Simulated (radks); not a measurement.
Initial-state core-level shifts of the tantalum ion Ta+ when its valence configuration changes from [Xe] 4f14 5d3 6s1. Calculated with a radial shooting solver on a logarithmic mesh with Libxc functionals: scalar-relativistic Kohn-Sham, r2SCAN, spin-unpolarised, spherical densities, finite nucleus; meta-GGA in the generalised Kohn-Sham scheme; Fermi nuclear charge, rms radius 5.3507 fm. Shifts are changes of the shell-averaged eigenvalues in eV (positive: less bound); the change of the density at the nucleus, which sets a Mossbauer isomer shift, is in e/bohr^3, on a base of 1.394e+06.

valence,4s,4p,4d,5s,density at nucleus
4f14 5d3 6s0.5 6p0.5,-0.755,-0.755,-0.754,-0.760,-39.5
4f13.5 5d3 6s1 6p0.5,-7.232,-7.085,-6.897,-4.248,+43.5
4f14 5d3 6p1,-1.486,-1.486,-1.484,-1.495,-79.3
4f13.5 5d3 6s0.5 6p1,-7.973,-7.825,-7.636,-4.991,+1.0
4f14 5d2 6s2,-2.688,-2.694,-2.707,-2.645,+97.8
4f12.5 5d4 6s0.5 6p1,-18.690,-18.202,-17.591,-9.289,+76.0
4f12 5d3 6s1 6p2,-30.646,-29.972,-29.141,-17.499,+192.3
4f12 5d3 6s0.5 6p2.5,-31.352,-30.678,-29.846,-18.198,+139.6
4f13.5 5d3.5 6s1,-5.090,-4.940,-4.748,-2.134,+36.6
